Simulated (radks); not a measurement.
Problem. These are the eigenvalues of the occupied orbitals of an atom or ion with whole-number occupations (hartree). All-electron calculation, Dirac Kohn-Sham, relativistic LDA (MacDonald-Vosko exchange, VWN5 correlation), spin-unpolarised, spherical densities, finite nucleus; Fermi nuclear charge, rms radius of each element as measured or else 0.836 A^(1/3) + 0.57 fm. Program: a radial shooting solver on a logarithmic mesh with Libxc functionals.

| orbital | eigenvalue |
|---|---|
| 1s1/2 | -9.94550 |
| 2s1/2 | -0.50094 |
| 2p1/2 | -0.19919 |

Which element is it, and in what charge state? The configuration may be excited. Open shells, if any, fill j = l - 1/2 first.

Solution. Z = 6, carbon, charge 0: C in [He] 2s2 2p2. The list shows which subshells hold electrons but not how many an open one holds; the 1s level, -9.9455 hartree, gives Z - s = 4.5 by -(Z - s)^2/2, which with screening and relativity narrows Z to a few neighbours, and the depths of the outer levels then fix element, charge and occupations together.
